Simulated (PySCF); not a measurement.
Mayer bond orders and bond lengths

Species: methyldifluoroisocyanate silane, C₂H₃F₂NOSi.
Numbering: `[CH3:1][Si:2]([F:3])([F:4])[N:5]=[C:6]=[O:7]` (hydrogens: H8, H9, H10 on C1)

Structure used (PBE0-D3(BJ)/def2-SVP), in Å, numbered top down from 1:
```xyz
10
C2H3F2NOSi angstrom
C     -1.4728   -0.5669   -0.0195
Si    -0.1717    0.7256   -0.0632
F     -0.2262    1.5681   -1.4340
F     -0.3838    1.7899    1.1258
N      1.3931    0.0802    0.0808
C      2.5159   -0.3366    0.1299
O      3.6015   -0.7532    0.1799
H     -1.3551   -1.2665   -0.8602
H     -1.4101   -1.1385    0.9187
H     -2.4732   -0.1132   -0.0819
```

Bond orders from the PBE0/pcSseg-1 density (PySCF). Isolated species at its PBE0-D3(BJ)/def2-SVP geometry, gas phase.

Task: Where do the orders between heavy atoms depart from those drawn in the SMILES?

Result: The largest departure is 0.105, at N5–C6 (drawn double, 1.895).

Task: Give the Mayer order of every bond, beside its length.

Result: 
| bond | drawn as | length (Å) | Mayer order |
| --- | --- | --- | --- |
| C1–Si2 | single | 1.834 | 0.994 |
| Si2–F3 | single | 1.610 | 0.969 |
| Si2–F4 | single | 1.610 | 0.969 |
| Si2–N5 | single | 1.699 | 0.909 |
| N5–C6 | double | 1.199 | 1.895 |
| C6–O7 | double | 1.164 | 2.067 |
| C1–H8 | single | 1.100 | 0.946 |
| C1–H9 | single | 1.100 | 0.946 |
| C1–H10 | single | 1.100 | 0.948 |

Task: Sum the orders of all bonds at each heavy atom with more than one neighbour and set the sums beside the valence in the SMILES.

Result: C1 3.834 (drawn 4), Si2 3.841 (drawn 4), N5 2.804 (drawn 3), C6 3.962 (drawn 4). Orders between atoms that aren't bonded are not in these sums.

For a closed shell the Mayer order of atoms A and B is Σ (PS)μν (PS)νμ over the basis functions μ on A and ν on B, with P the density and S the overlap matrix.
